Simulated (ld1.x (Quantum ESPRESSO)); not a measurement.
**Configuration tests for Sr (RRKJ)**

- Element: Sr (Z = 38)
- Generator: ld1.x (Quantum ESPRESSO) 7.5
- Type: norm-conserving RRKJ (Kleinman–Bylander form)
- Functional: PBE
- Relativity: scalar-relativistic
- Frozen core: [Ar] 3d10
- Valence charge: 10
- Reference configuration: 4s2 4p6 4d0 5s1.75 5p0 (charge +0.25)
- Partial waves: 4s (bound): rc 2.05 bohr; 4p (bound): rc 1.80 bohr; 4d (bound, empty): rc 2.75 bohr
- Local potential: all-electron potential smoothed inside 1.60 bohr (lloc = -1)
- Core correction: a·sin(br)/r model core inside 1.05 bohr

Occupied shells without a wave of their own: 5s. They enter only through the test configuration that unscreens the potential, and ld1.x also counts them in the model core charge.

Energies are relative to the spin-unpolarised reference configuration 4s2 4p6 4d0 5s1.75 5p0; without spin polarisation the order of configurations can differ from experiment.

ld1.x takes every shell without a wave as core, so the model core holds the 5s electrons as well and exchange and correlation see them twice. This cancels in the reference configuration, but the file is broken for other ones, and its errors say nothing about a proper core correction.

```tsv
valence configuration	charge	ΔE all-electron (eV)	error AE − PS (meV)
4s2 4p6 4d0 5s2 5p0	0	-1.024	+43
4s2 4p6 4d0 5s1 5p0	+1	4.861	-299
4s2 4p6 4d0 5s0 5p0	+2	15.868	-1190
4s2 4p6 4d0 5s0 5p2	0	3.683	-545
4s2 4p5 4d0 5s2 5p0	+1	27.285	+217
4s2 4p6 4d0 5s1 5p1	0	1.276	-200
4s2 4p6 4d0.5 5s1.5 5p0	0	0.122	-51
```

These tests converged, but a pseudo level misses the all-electron one widely, so the file describes the atom poorly there or has found another state: 4s2 4p6 4d0 5s0 5p0: empty 5p by 6.8 eV.
